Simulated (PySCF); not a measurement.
AuH₃: from structure and modes to constants

Level of theory: PBE0 in PySCF with Au def2-TZVP with ECP60, H def2-TZVP; scalar-relativistic core potentials, no spin–orbit coupling; density-fitted integrals.

The singlet minimum has C2v symmetry. Masses (u): Au 196.96655, H 1.00782.

```xyz
4
charge 0 multiplicity 1, angstrom
Au    0.0101    0.0000    0.0000
H    -1.7820    0.4012    0.0000
H     1.5859    0.0000    0.0000
H    -1.7820   -0.4012    0.0000
```

Harmonic wavenumbers (cm⁻¹): 590.9 (b2, ×1), 645.7 (b1, ×1), 851.5 (a1, ×1), 1350.1 (b2, ×1), 2224.4 (a1, ×1), 3619.5 (a1, ×1).

(1) Find the principal moments of inertia and the rotational constants. What kind of rotor is it?

(2) What is the harmonic zero-point energy?

(3) Give the standard entropy (298.15 K, 1 bar) by its translational, rotational, vibrational and spin parts, and Cp.

Results:

(1) About the centre of mass I = 0.32438, 8.9559, 9.2802 u Å². With B = 16.8576/I this gives 51.97, 1.882, 1.817 cm⁻¹. The molecule is an asymmetric top with κ = -1.00.

(2) Half the sum of all 6 wavenumbers, 9282/2 = 4641 cm⁻¹, which is 55.5 kJ/mol (1 cm⁻¹ = 0.0119627 kJ/mol).

(3) Sackur–Tetrode with M = 199.99 u gives 174.9; rotation with symmetry number 2 gives 56.5; vibration 4.3; spin R ln 1 = 0.0. The total is 235.7 J/(mol K), and Cp = 4 R + 11.2 = 44.5 J/(mol K).

Stability towards spin polarisation was not tested. Only a few start shapes were tried, so a lower isomer may exist. No spin–orbit coupling is included, which matters more the heavier the element.
